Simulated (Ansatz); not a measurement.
Si2 (SMILES [Si]=[Si]), triplet (typed; the unrestricted solution is spin-contaminated), geometry from GFN2-xTB; PBE0/6-31G (Ansatz, a first-principles code).

Input for Ansatz:
Ansatz 0.2 input:
```yaml
crystal:
  periodic: [false, false, false]
  atoms:
    - {symbol: Si, position_ang: [-0.00000000, -0.00000000, -1.08705736]}
    - {symbol: Si, position_ang: [0.00000000, 0.00000000, 1.08705736]}
basis:
  gaussian:
    orbitals: 6-31G
    occupation: {up: {"Ag": 5, "B1u": 4, "B2g": 1, "B2u": 1, "B3g": 2, "B3u": 2}, down: {"Ag": 4, "B1u": 4, "B2g": 1, "B2u": 2, "B3g": 1, "B3u": 1}}
hamiltonian:
  xc: pbe0
magnetization: {spin_polarized: true, initial_magnetization: 2}
```

It wrote (shortened):

```
Functional definition: PBE0
280 factors; integrals over basis functions are off by at most 1.3e-4 eV
mean field evaluation 1: about -15740.0104 eV, gradient 2.2e0 eV
mean field evaluation 2: about -15740.0865 eV, gradient 4.2e-2 eV
mean field evaluation 4: about -15740.0866 eV, gradient 3.8e-5 eV
mean field -15740.08659980 eV, -578.4375135289 hartree, gradient 2.7e-6 eV, S^2 3.004658; 0 other end points of the search recorded, 0 dependent functions left out
reference -15740.08661985 eV, -578.4375142655 hartree; 15, 13 occupied and 11, 13 virtual orbitals, 280 factors
Total energy: -15740.08661985 eV, -578.4375142655 hartree
```
